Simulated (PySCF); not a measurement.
TiOF₂, SMILES [O]=[Ti]([F])[F], multiplicity 1.

The structure is a stationary point at B3LYP-D3(BJ)/def2-SVP. The spin state was assumed, not searched.

Calculation: TDDFT-PBE/def2-SVPD in PySCF.

Vertical excitations. The molecule is in vacuum. State labels are in the subgroup Cs.

Q: Estimate the UV-visible absorptions. (The exact figures need the calculation; the answer reports its results.)

A: 
```json
[
 {"state": "S1", "symmetry": "A\"", "energy (eV)": "3.68", "λ (nm)": "337", "f": "0.002", "main pairs": "HOMO→LUMO 100 %"},
 {"state": "S2", "symmetry": "A'", "energy (eV)": "4.13", "λ (nm)": "300", "f": "0.001", "main pairs": "HOMO−1→LUMO 96 %"},
 {"state": "S3", "symmetry": "A'", "energy (eV)": "4.31", "λ (nm)": "288", "f": "0.001", "main pairs": "HOMO→LUMO+1 72 %, HOMO−2→LUMO 26 %"},
 {"state": "S4", "symmetry": "A'", "energy (eV)": "4.49", "λ (nm)": "276", "f": "0.011", "main pairs": "HOMO−2→LUMO 74 %, HOMO→LUMO+1 25 %"},
 {"state": "S5", "symmetry": "A\"", "energy (eV)": "4.72", "λ (nm)": "263", "f": "0.000", "main pairs": "HOMO−1→LUMO+1 99 %"},
 {"state": "S6", "symmetry": "A\"", "energy (eV)": "5.08", "λ (nm)": "244", "f": "0.000", "main pairs": "HOMO−2→LUMO+1 97 %"},
 {"state": "S7", "symmetry": "A\"", "energy (eV)": "5.37", "λ (nm)": "231", "f": "0.000", "main pairs": "HOMO→LUMO+2 98 %"},
 {"state": "S8", "symmetry": "A\"", "energy (eV)": "5.48", "λ (nm)": "226", "f": "0.008", "main pairs": "HOMO−3→LUMO 97 %"},
 {"state": "S9", "symmetry": "A'", "energy (eV)": "5.75", "λ (nm)": "216", "f": "0.003", "main pairs": "HOMO−1→LUMO+2 99 %"},
 {"state": "S10", "symmetry": "A'", "energy (eV)": "5.84", "λ (nm)": "212", "f": "0.011", "main pairs": "HOMO−4→LUMO 99 %"},
 {"state": "T1", "symmetry": "A\"", "energy (eV)": "3.56", "λ (nm)": "349", "f": "0", "main pairs": "HOMO→LUMO 100 %"},
 {"state": "T2", "symmetry": "A'", "energy (eV)": "3.73", "λ (nm)": "333", "f": "0", "main pairs": "HOMO−1→LUMO 99 %"},
 {"state": "T3", "symmetry": "A'", "energy (eV)": "4.10", "λ (nm)": "302", "f": "0", "main pairs": "HOMO−2→LUMO 94 %"},
 {"state": "T4", "symmetry": "A'", "energy (eV)": "4.15", "λ (nm)": "299", "f": "0", "main pairs": "HOMO→LUMO+1 95 %"}
]
```
Triplets are in the Tamm–Dancoff approximation, which puts them higher than full response would, so one can lie above its singlet here.
